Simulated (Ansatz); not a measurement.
CH8OSSi2 (`O[SiH2]SC[SiH3]`). Charge 0, multiplicity 1. The geometry is a stationary point of PBE0-D4/def2-TZVP. It is one conformer, not always the lowest.

```xyz
13

O     1.632   -2.530    1.340
Si    1.210   -1.042    0.789
S    -0.921   -0.884    0.785
C    -1.197    0.078   -0.743
Si   -0.727    1.878   -0.480
H     1.166   -3.278    0.961
H     1.885   -0.105    1.712
H     1.633   -0.787   -0.616
H    -0.648   -0.372   -1.573
H    -2.262   -0.017   -0.965
H    -0.931    2.669   -1.726
H    -1.550    2.450    0.613
H     0.709    1.941   -0.098
```

What is the dipole moment at r2SCAN/def2-TZVPP? (Estimate.)

The calculation gave: 2.06 D, with components (-0.67, -0.45, -1.89) D in this frame, pointing from negative to positive charge.

And with PBE, B3LYP, ωB97M-V? (Best estimate.)

Ansatz gave: PBE 1.98 D, B3LYP 2.03 D, ωB97M-V 2.03 D.

Give the Mulliken charges with r2SCAN, B3LYP, ωB97M-V in def2-TZVPP. (Estimate.)

Ansatz gave: 
| atom | r2SCAN | B3LYP | ωB97M-V |
| --- | --- | --- | --- |
| O1 | -0.40 | -0.38 | -0.37 |
| Si2 | 0.52 | 0.51 | 0.40 |
| S3 | -0.26 | -0.24 | -0.19 |
| C4 | -0.15 | -0.23 | -0.34 |
| Si5 | 0.29 | 0.28 | 0.18 |
| H6 | 0.20 | 0.18 | 0.18 |
| H7 | -0.07 | -0.07 | -0.03 |
| H8 | -0.10 | -0.10 | -0.05 |
| H9 | 0.09 | 0.12 | 0.15 |
| H10 | 0.09 | 0.12 | 0.14 |
| H11 | -0.08 | -0.07 | -0.03 |
| H12 | -0.06 | -0.06 | -0.01 |
| H13 | -0.06 | -0.06 | -0.02 |

B3LYP here is the variant with VWN-RPA as its local correlation; programs differ in this.
